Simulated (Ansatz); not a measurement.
Cartesian coordinates in Å:
```
B 0.818 0.938 -0.253
C -0.334 0.874 0.793
Si 0.028 -0.952 1.173
B 0.663 -0.808 -0.767
Si -1.101 0.295 -0.826
H 1.681 -0.088 -0.441
H 1.428 1.874 -0.672
H -0.641 1.688 1.439
H -1.132 -1.790 1.587
H 1.115 -1.100 2.177
H 1.113 -1.498 -1.625
H -2.153 -0.751 -0.756
H -1.485 1.320 -1.831
```

Total charge 0; spin multiplicity 1. The bonds changed during the relaxation, so this is another structure than the one it started from.

Task: List the PBE0/def2-TZVPP orbital energies in eV (the Gaussian-basis code of Ansatz). (Estimate.)

Result: The calculation gave: Occupied: -1803.02, -1802.47, -278.16, -185.49, -184.35, -145.34, -144.80, -100.02, -100.00, -99.97, -99.47, -99.44, -99.43, -21.33, -16.79, -14.78, -14.61, -12.69, -12.16, -10.62, -10.56, -9.70, -8.81, -8.53, -8.36, -7.48. Lowest empty: -1.60, -0.18, 0.55, 0.97, 1.13, 1.43, 1.57, 1.68.
